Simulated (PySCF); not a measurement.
A run for PySCF: R-MP2/6-31G* on CH4O (SMILES CO) with ghost functions.

```python
from pyscf import gto, scf, dft, mp
from pyscf.data.elements import chemcore

mol = gto.M(
    atom='''
    C     0.30473498   -0.59284309   -0.15162985
    O    -0.63316476    0.23900523    0.53496838
    H     0.06471387   -1.65301963   -0.03585370
    H     1.27615295   -0.40581940    0.30099330
    H     0.35465152   -0.34186060   -1.21450076
    H    -1.51248885    0.08859780    0.17305692
    ghost-C    0.49150523    0.49284819    3.92032735
    ghost-O   -0.19882038   -0.53588589    3.23757606
    ghost-H    1.40132999    0.80595215    3.39279993
    ghost-H    0.78278019    0.10209092    4.89568947
    ghost-H   -0.13485008    1.37902381    4.08010785
    ghost-H   -0.44901374   -0.20689050    2.35926656
    ''',
    basis='6-31g*',
    cart=True,
    charge=0, spin=0, verbose=3, max_memory=1800)
mf = scf.RHF(mol)
mf.conv_tol = 1e-8
mf.max_cycle = 100
mf.kernel()
if not mf.converged:
    mf = mf.newton().run(mf.mo_coeff, mf.mo_occ)
pt = mp.MP2(mf, frozen=chemcore(mol)).run()
```

Program output:

```
converged SCF energy = -115.035699624702
E(RMP2) = -115.348582958162  E_corr = -0.312883333460273
E(SCS-RMP2) = -115.344920282256  E_corr = -0.309220657553994
```

Self-consistency was reached.

Cost: very roughly 0.7 core-seconds.
